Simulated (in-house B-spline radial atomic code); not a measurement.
A calculation on Hf⁺: its settings, and results tabulated from the run. Level of theory: Dirac-Kohn-Sham OLYP, spherical fractional occupations, Fermi nucleus of rms radius 5.347 fm; calculated with a radial B-spline atomic code at the basis-set limit.

Command:
```bash
python run_scf.py task.json out
```
Settings (nuclear radius in fm, mass in u):
```
Z                72
configuration    [Xe] 4f14 5d1 6s2
hamiltonian      dirac
method           optx,lyp
spin_polarised   False
nucleus          fermi
rms_radius       5.347
atomic_mass      179.94656
speed_of_light   137.035999084
```

Output (hartree, bohr):
```
 radial grid: 81 intervals, B-splines of order 8, outer radius 60 bohr

 iter        energy (Eh)    residual
    1      -15099.718997    5.67e-01
    2      -15097.908743    2.97e-01
    3      -15099.579222    2.32e-01
    4      -15100.448425    1.20e-01
    5      -15099.360314    2.54e-01
    6      -15100.834460    1.11e-02
    7      -15100.837918    2.04e-03
    8      -15100.838061    1.28e-04
    9      -15100.838062    2.72e-05
   10      -15100.838062    1.74e-06
   11      -15100.838062    8.54e-08

 total energy                    -15100.83806
 kinetic                           16884.5771
 electron-nucleus                 -37576.9375
 Hartree                            5906.5890
 exchange-correlation               -315.0666

 first-order corrections (not in the total)
   Gaunt                            17.4877
   retardation                      -1.8524
   frequency dependence             -0.2858
   self-energy                      12.6215
   Uehling                          -2.2982
   Wichmann-Kroll                    0.0875
   recoil                            0.0286

 orbital      occ     eigenvalue          <r>       <r^2>       <1/r>       r_max    small
 1s1/2      2.000     -2395.3936    0.0189929 0.000495338     83.7637      0.0119  7.33e-02
 2s1/2      2.000      -409.9326    0.0797774  0.00758375     20.3079     0.06826  1.65e-02
 2p1/2      2.000      -391.6346    0.0661218  0.00543232     20.2797     0.05092  1.66e-02
 2p3/2      4.000      -347.8472    0.0738437   0.0066375     17.2279     0.05754  1.51e-02
 3s1/2      2.000       -93.6957     0.208164   0.0496729      7.4513      0.1924  5.41e-03
 3p1/2      2.000       -85.5671     0.198025   0.0456874     7.36882      0.1803  5.36e-03
 3p3/2      4.000       -76.1782     0.212408   0.0523467     6.58188       0.194  4.92e-03
 3d3/2      4.000       -62.4064     0.186221   0.0407515     6.47522      0.1523  4.80e-03
 3d5/2      6.000       -60.3555     0.190659   0.0425848       6.287      0.1561  4.68e-03
 4s1/2      2.000       -19.1515     0.468053    0.247627     3.12495      0.4377  1.77e-03
 4p1/2      2.000       -15.8178     0.474389    0.256482     3.01517      0.4381  1.68e-03
 4p3/2      4.000       -13.6666     0.507328    0.293052     2.74036      0.4672  1.51e-03
 4d3/2      4.000        -8.1830     0.528119     0.32389     2.52197      0.4657  1.32e-03
 4d5/2      6.000        -7.7885     0.539637    0.338039     2.45524       0.475  1.27e-03
 5s1/2      2.000        -2.8077      1.13154        1.44     1.18591       1.016  3.74e-04
 5p1/2      2.000        -1.8578        1.256     1.78986     1.05542       1.097  3.02e-04
 5p3/2      4.000        -1.5661      1.36093     2.10339    0.960577       1.183  2.59e-04
 4f5/2      6.000        -1.0143     0.666296    0.571791     1.94057      0.4512  8.49e-04
 4f7/2      8.000        -0.9496     0.678547    0.595004     1.90987      0.4564  8.28e-04
 5d3/2      0.400        -0.3985      2.10897     5.32446    0.620376       1.581  1.10e-04
 5d5/2      0.600        -0.3769      2.18393     5.71638    0.598329       1.629  1.02e-04
 6s1/2      2.000        -0.4227      3.13912     11.1223    0.403228       2.744  5.04e-05
```

Time taken, with all properties: 2.5 s on 1 thread of Intel(R) Xeon(R) Platinum 8488C (shared host).

For the Dirac Hamiltonian the kinetic term is c α·p + (β - 1)c².
